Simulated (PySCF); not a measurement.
SMILES [CH]([GeH3])C(C)C, doublet, GFN2-xTB optimised geometry.

```
16

C     -0.18    -1.42     3.70
C     -1.30    -0.76     2.87
C     -2.65    -1.00     3.56
C     -1.29    -1.31     1.50
Ge    -0.54    -0.41     0.00
H     -0.17    -1.00     4.71
H     -0.33    -2.49     3.77
H      0.79    -1.23     3.24
H     -1.10     0.31     2.83
H     -2.86    -2.07     3.62
H     -3.45    -0.53     2.99
H     -2.64    -0.59     4.56
H     -1.65    -2.33     1.39
H     -0.97    -1.04    -1.28
H      0.97    -0.41     0.00
H     -0.93     1.04     0.00
```

Density from unrestricted PBE0/def2-TZVP in PySCF at that geometry.

Minimum of the electron density along straight lines between bonded atoms, close to the bond critical point (lines longer than 1.1 times the sum of covalent radii, or with two minima, are not listed):

```csv
bond,length / Å,ρ at the minimum / e bohr⁻³,∇²ρ there / e bohr⁻⁵,position (fraction from the first atom)
C1–C2,1.539,0.238,-0.57,0.50
C2–C3,1.532,0.243,-0.60,0.50
C2–C4,1.482,0.268,-0.71,0.49
C4–Ge5,1.906,0.136,0.16,0.53
C1–H6,1.088,0.279,-0.95,0.64
C1–H7,1.088,0.279,-0.96,0.64
C1–H8,1.088,0.280,-0.96,0.64
C2–H9,1.097,0.278,-0.95,0.64
C3–H10,1.088,0.279,-0.95,0.64
C3–H11,1.088,0.280,-0.96,0.64
C3–H12,1.088,0.279,-0.95,0.64
C4–H13,1.081,0.283,-0.98,0.64
Ge5–H14,1.492,0.143,0.10,0.60
Ge5–H15,1.504,0.139,0.09,0.59
Ge5–H16,1.497,0.141,0.09,0.60
```
